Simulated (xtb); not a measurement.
C₄H₉ (SMILES C[C+](C)C), charge +1, singlet, at a GFN2-xTB geometry; xtb with GFN2-xTB with ALPB(methanol).

Here is a job for xtb.
```
$ xtb mol.xyz --gfn 2 --chrg 1 --alpb methanol --json

# file mol.xyz
13

C     -0.39303445     1.37528354     0.22505520
C     -0.00000000     0.00000000     0.00000000
C      1.35975962    -0.41783344     0.27018461
C     -0.96672517    -0.95745010    -0.49523981
H      0.25720952     2.04590390    -0.34783633
H     -0.18246562     1.65665671     1.26295861
H     -1.43391399     1.58209568    -0.00908249
H      1.79740100    -0.86304328    -0.63037733
H      1.35772586    -1.25229047     0.98041762
H      2.00243572     0.37766646     0.63783836
H     -1.39509781    -0.59898984    -1.43797876
H     -0.56852173    -1.95976214    -0.62875587
H     -1.83477295    -0.98823703     0.17281619
```

Q: Write the output that xtb gives for this input, abridged.

A: 
```
   ID    Z sym.   atoms
    1    6 C      1-4
    2    1 H      5-13

           -------------------------------------------------
          |                Calculation Setup                |
           -------------------------------------------------

           -------------------------------------------------
          |                 G F N 2 - x T B                 |
           -------------------------------------------------

      * Solvation model:               ALPB
        Solvent                        methanol
        Parameter file                 internal GFN2-xTB/ALPB
        Dielectric constant                3.2700E+01
        Reference state                gsolv [1 M gas/solution]
        Free energy shift                  3.9449E-03 Eh       2.4755E+00 kcal/mol
        Temperature                        2.9815E+02 K
        Density                            7.9200E-01 kg/L
        Solvent mass                       3.2040E+01 g/mol
        Interaction kernel             P16
        Born radius scaling (c1)           1.6600E+00
        Born radii integrator          GBOBC
        Born offset                        0.0000E+00 a0       0.0000E+00 AA
        H-bond correction              true
        Ion screening                  false
        Surface tension                    1.0000E-05 Eh       1.5569E+01 dyn/cm
        Grid points                               230 per atom

          ...................................................
          :                      SETUP                      :
          :.................................................:
          :  # basis functions                  25          :
          :  # atomic orbitals                  25          :
          :  # shells                           17          :
          :  # electrons                        24          :
          :  max. iterations                   250          :
          :  Hamiltonian                  GFN2-xTB          :
          :  restarted?                      false          :
          :  GBSA solvation                   true          :
          :  PC potential                    false          :
          :  electronic temp.          300.0000000     K    :
          :  accuracy                    1.0000000          :
          :  -> integral cutoff          0.2500000E+02      :
          :  -> integral neglect         0.1000000E-07      :
          :  -> SCF convergence          0.1000000E-05 Eh   :
          :  -> wf. convergence          0.1000000E-03 e    :
          :  Broyden damping             0.4000000          :
          :  net charge                          1          :
          :  unpaired electrons                  0          :
          ...................................................

 iter      E             dE          RMSdq      gap      omega  full diag
   1    -12.9168553 -0.129169E+02  0.410E+00    4.88       0.0  T
   2    -12.9784647 -0.616094E-01  0.191E+00    3.40       1.0  T
   3    -12.9890246 -0.105599E-01  0.138E+00    4.02       1.0  T
   4    -12.9937960 -0.477139E-02  0.167E-01    3.68       1.0  T
   5    -12.9940175 -0.221516E-03  0.631E-02    3.74       1.0  T
   6    -12.9940018  0.157309E-04  0.459E-02    3.71       1.0  T
   7    -12.9940242 -0.224515E-04  0.139E-03    3.73      20.0  T
   8    -12.9940242 -0.126722E-08  0.360E-04    3.73      77.0  T
   9    -12.9940242 -0.154210E-08  0.419E-05    3.73     661.4  T

   *** convergence criteria satisfied after 9 iterations ***

         :::::::::::::::::::::::::::::::::::::::::::::::::::::
         ::                     SUMMARY                     ::
         :::::::::::::::::::::::::::::::::::::::::::::::::::::
         :: total energy             -12.775469445239 Eh    ::
         :: total w/o Gsasa/hb       -12.766509717128 Eh    ::
         :: gradient norm              0.004195783309 Eh/a0 ::
         :: HOMO-LUMO gap              3.730915342496 eV    ::
[...]
        16                          0.1280551               3.4846
        17                          0.1562399               4.2515
        18                          0.1566562               4.2628
        19                          0.1566635               4.2630
        20                          0.1756794               4.7805
        21                          0.1756850               4.7806
        22                          0.2119642               5.7678
        23                          0.2226351               6.0582
       ...                                ...                  ...
        25                          0.3579759               9.7410
      -------------------------------------------------------------
                  HL-Gap            0.1371086 Eh            3.7309 eV
             Fermi-level           -0.4130179 Eh          -11.2388 eV

     #   Z          covCN         q      C6AA      α(0)
     1   6 C        3.759    -0.169    23.833     6.960
     2   6 C        2.938     0.162    24.513     8.120
     3   6 C        3.759    -0.169    23.833     6.960
     4   6 C        3.759    -0.169    23.832     6.960
     5   1 H        0.924     0.168     1.278     1.768
     6   1 H        0.924     0.168     1.278     1.768
     7   1 H        0.925     0.113     1.673     2.023
     8   1 H        0.924     0.168     1.278     1.768
     9   1 H        0.924     0.168     1.278     1.768
    10   1 H        0.925     0.113     1.673     2.022
    11   1 H        0.924     0.168     1.278     1.768
    12   1 H        0.925     0.113     1.673     2.023
    13   1 H        0.924     0.168     1.278     1.768

 Mol. C6AA /au·bohr⁶  :        912.841638
 Mol. C8AA /au·bohr⁸  :      20235.060920
 Mol. α(0) /au        :         45.676482

Wiberg/Mayer (AO) data.
largest (>0.10) Wiberg bond orders for each atom

 ---------------------------------------------------------------------------
     #   Z sym  total        # sym  WBO       # sym  WBO       # sym  WBO
 ---------------------------------------------------------------------------
     1   6 C    3.979 --     2 C    1.186     7 H    0.972     6 H    0.876
                             5 H    0.876
     2   6 C    3.851 --     1 C    1.186     3 C    1.186     4 C    1.185
     3   6 C    3.979 --     2 C    1.186    10 H    0.972     8 H    0.876
                             9 H    0.876
     4   6 C    3.979 --     2 C    1.185    12 H    0.972    11 H    0.876
                            13 H    0.876
     5   1 H    0.972 --     1 C    0.876
     6   1 H    0.972 --     1 C    0.876
     7   1 H    0.987 --     1 C    0.972
     8   1 H    0.972 --     3 C    0.876
     9   1 H    0.972 --     3 C    0.876
    10   1 H    0.987 --     3 C    0.972
    11   1 H    0.972 --     4 C    0.876
    12   1 H    0.987 --     4 C    0.972
    13   1 H    0.972 --     4 C    0.876
 ---------------------------------------------------------------------------

Topologies differ in total number of bonds
Writing topology from bond orders to xtbtopo.mol

molecular dipole:
                 x           y           z       tot (Debye)
 q only:        0.000       0.000       0.000
   full:        0.000       0.000       0.000       0.001
molecular quadrupole (traceless):
                xx          xy          yy          xz          yz          zz
 q only:        1.908      -0.415       2.011       1.719       1.521      -3.919
  q+dip:        1.819      -0.396       1.917       1.638       1.450      -3.736
   full:        1.557      -0.339       1.641       1.403       1.241      -3.199

           -------------------------------------------------
          | TOTAL ENERGY              -12.775469445239 Eh   |
          | GRADIENT NORM               0.004195783309 Eh/α |
          | HOMO-LUMO GAP               3.730915342496 eV   |
           -------------------------------------------------

normal termination of xtb
```
